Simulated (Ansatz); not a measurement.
BGeH$_{6}$NS, SMILES `NB[S][GeH3]` at its PBE0-D4/def2-TZVP geometry, where that method's forces vanish. Total charge 0; spin multiplicity 1.

```xyz
10

N     2.3199   -0.4653    0.0476
B     0.9930   -0.0622    0.1506
S    -0.2779   -0.8611   -0.8778
Ge   -2.0536    0.2736   -0.1737
H     2.6379   -1.1897   -0.5739
H     3.0496   -0.0484    0.5982
H     0.7058    0.8096    0.9188
H    -3.2521   -0.2843   -0.9539
H    -1.8723    1.7698   -0.4703
H    -2.2503    0.0581    1.3344
```

(1) What forces (eV/Å) does PBE-D4/def2-TZVPP give on these atoms in the Gaussian-basis code of Ansatz? (Estimate.)

## Answers

(1) Computed: 
```
N1   0.002  0.002  0.003
B2  -0.255  0.095  0.036
S3   0.092 -0.205 -0.175
Ge4 -0.077  0.055  0.037
H5   0.132 -0.258 -0.218
H6   0.265  0.137  0.187
H7  -0.022  0.092  0.083
H8  -0.122 -0.059 -0.081
H9   0.013  0.159 -0.030
H10 -0.027 -0.020  0.158
```
